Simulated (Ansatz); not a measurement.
These are frozen-core CCSD(T)/cc-pVTZ // CAM-B3LYP-D3(BJ)/def2-TZVP run with Ansatz (a first-principles code) values and carry that method's errors.

Ansatz 0.2 input:
```yaml
crystal:
  periodic: [false, false, false]
  atoms:
    - { symbol: F, position_ang: [-1.09837, 1.468264, -0.372837] }
    - { symbol: Ga, position_ang: [-0.551275, -0.135205, 0.013591] }
    - { symbol: F, position_ang: [-1.817074, -1.299368, 0.241568] }
    - { symbol: S, position_ang: [1.539363, -0.644124, 0.197058] }
    - { symbol: H, position_ang: [1.927358, 0.610431, -0.07938] }
basis:
  gaussian: { orbitals: cc-pVTZ }
correlation:
  method: ccsd_t
```

Output:

```
Functional definition: HF
940 factors; integrals over basis functions are off by at most 9.9e-4 eV
mean field evaluation 1: about -68583.0584 eV, gradient 4.3e1 eV
mean field evaluation 2: about -68583.1645 eV, gradient 4.3e1 eV
mean field evaluation 4: about -68586.3856 eV, gradient 2.2e0 eV
mean field evaluation 8: about -68586.4269 eV, gradient 2.1e-1 eV
mean field evaluation 16: about -68584.9615 eV, gradient 3.2e1 eV
mean field -68586.42729559 eV, -2520.5047135627 hartree, gradient 8.1e-6 eV, S^2 0.000000; 0 other end points of the search recorded, 0 dependent functions left out
16 core orbitals not correlated
reference -68586.42729559 eV, -2520.5047135627 hartree; 17, 17 occupied and 118, 118 virtual orbitals, 940 factors
second order -22.69174715 eV of doubles, -0.00000000 eV of singles
cycle   1  -22.36589068 eV  change    3.3e-1 eV  update   1.2e-1
cycle   2  -22.92083536 eV  change   -5.5e-1 eV  update   3.6e-2
cycle   3  -23.04607627 eV  change   -1.3e-1 eV  update   1.9e-2
cycle   4  -23.03216252 eV  change    1.4e-2 eV  update   4.5e-3
cycle   5  -23.02776123 eV  change    4.4e-3 eV  update   1.7e-3
cycle   6  -23.02879760 eV  change   -1.0e-3 eV  update   5.1e-4
cycle   7  -23.02855486 eV  change    2.4e-4 eV  update   1.6e-4
cycle   8  -23.02842535 eV  change    1.3e-4 eV  update   4.9e-5
cycle   9  -23.02845365 eV  change   -2.8e-5 eV  update   1.7e-5
perturbative correction -0.87110065 eV, -0.0320123583 hartree
Total energy: -68610.32684989 eV, -2521.3830059836 hartree
```

Cost: about 40 core-seconds (a rough figure).
